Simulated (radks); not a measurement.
Results of a calculation; reference values are marked as such.
Initial-state core-level shifts of neutral arsenic when its valence configuration changes from [Ar] 3d10 4s2 4p3. Level of theory: scalar-relativistic Kohn-Sham, PBEsol, spin-polarised, spherical densities, point nucleus; open shells are filled with parallel spins first (a radial shooting solver on a logarithmic mesh with Libxc functionals). Shifts are changes of the shell-averaged eigenvalues in eV (positive: less bound).

valence                1s       2s       2p       3s
3d9 4s2 4p4       -13.063  -14.426  -14.314  -11.584
3d9.5 4s2 4p3.5    -6.447   -7.106   -7.050   -5.771
3d10 4s1 4p4       -1.806   -1.751   -1.748   -1.796
3d8.5 4s2 4p4.5   -19.859  -21.968  -21.799  -17.447
3d8.5 4s1 4p5.5   -21.439  -23.520  -23.343  -19.006
3d8 4s2 4p5       -26.841  -29.733  -29.507  -23.360
3d7.5 4s2 4p5.5   -34.009  -37.722  -37.440  -29.321
3d10 4s1.5 4p3.5   -0.905   -0.878   -0.876   -0.900
3d9.5 4p5.5        -9.919  -10.479  -10.414   -9.196
